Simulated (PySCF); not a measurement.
# SMILES C[C@@H]1CCC[C@@H]1[NH3+], [C₆H₁₄N]+, charge +1

Molfile (atoms numbered from 1):
```
C6H14N
     RDKit          3D

 21 21  0  0  0  0  0  0  0  0999 V2000
   -1.5855   -1.3683   -0.5116 C   0  0  0  0  0  0  0  0  0  0  0  0
   -0.3218   -0.5522   -0.7554 C   0  0  2  0  0  0  0  0  0  0  0  0
    0.9268   -1.0958   -0.0394 C   0  0  0  0  0  0  0  0  0  0  0  0
    1.8204    0.1247    0.2602 C   0  0  0  0  0  0  0  0  0  0  0  0
    1.0561    1.3488   -0.2704 C   0  0  0  0  0  0  0  0  0  0  0  0
   -0.3996    0.9078   -0.2947 C   0  0  2  0  0  0  0  0  0  0  0  0
   -0.9423    0.9518    1.1075 N   0  0  0  0  0  0  0  0  0  0  0  0
   -1.7553   -1.5711    0.5451 H   0  0  0  0  0  0  0  0  0  0  0  0
   -1.4906   -2.3318   -1.0040 H   0  0  0  0  0  0  0  0  0  0  0  0
   -2.4578   -0.8726   -0.9326 H   0  0  0  0  0  0  0  0  0  0  0  0
   -0.1334   -0.5274   -1.8308 H   0  0  0  0  0  0  0  0  0  0  0  0
    1.4409   -1.8205   -0.6650 H   0  0  0  0  0  0  0  0  0  0  0  0
    0.6478   -1.6173    0.8778 H   0  0  0  0  0  0  0  0  0  0  0  0
    2.7874    0.0375   -0.2276 H   0  0  0  0  0  0  0  0  0  0  0  0
    2.0181    0.2171    1.3290 H   0  0  0  0  0  0  0  0  0  0  0  0
    1.3686    1.5764   -1.2881 H   0  0  0  0  0  0  0  0  0  0  0  0
    1.2211    2.2430    0.3291 H   0  0  0  0  0  0  0  0  0  0  0  0
   -1.0412    1.5268   -0.9231 H   0  0  0  0  0  0  0  0  0  0  0  0
   -0.3015    0.4073    1.6997 H   0  0  0  0  0  0  0  0  0  0  0  0
   -1.8741    0.5192    1.1343 H   0  0  0  0  0  0  0  0  0  0  0  0
   -0.9930    1.9137    1.4597 H   0  0  0  0  0  0  0  0  0  0  0  0
  1  2  1  0
  2  3  1  0
  3  4  1  0
  4  5  1  0
  5  6  1  0
  6  7  1  0
  6  2  1  0
  1  8  1  0
  1  9  1  0
  1 10  1  0
  2 11  1  6
  3 12  1  0
  3 13  1  0
  4 14  1  0
  4 15  1  0
  5 16  1  0
  5 17  1  0
  6 18  1  6
  7 19  1  0
  7 20  1  0
  7 21  1  0
M  CHG  1   7   1
M  END
```

Method used: TDDFT CAM-B3LYP/def2-SVPD circular dichroism and optical rotation, one conformer, gas phase (PySCF). Geometry: GFN2-xTB.

The molecule is flexible and this is one conformer; a measurement averages over conformers.

Stereocentres: C2 R, C6 S.

Q: What is the specific rotation at 633, 589.3, 546, 436, 405, 365, 355 nm?

A: [α] in deg dm⁻¹ (g/mL)⁻¹:
```csv
λ (nm),origin-invariant length gauge,modified velocity gauge,length gauge (centre of mass),isotropic polarisability (au)
633,+18.1,+19.9,+18.3,72.0
589.3,+21.1,+23.1,+21.3,72.2
546,+24.9,+27.2,+25.1,72.4
436,+40.7,+44.6,+41.1,73.3
405,+48.0,+52.7,+48.5,73.6
365,+61.0,+67.0,+61.7,74.3
355,+65.2,+71.5,+65.8,74.5
```

Q: And for the mirror image at 589.3 nm?

A: -21.1 deg dm⁻¹ (g/mL)⁻¹ (origin-invariant length gauge): the same size and the opposite sign.

Q: What is the molar rotation [Φ] = [α]·M/100 of the geometry above at 589.3 nm?

A: With M = 100.19 g/mol, +21.1 deg cm² dmol⁻¹ (origin-invariant length gauge).

The first excitation lies at 8.10 eV (153 nm) with R = +1.9 × 10⁻⁴⁰ esu² cm² (velocity form).
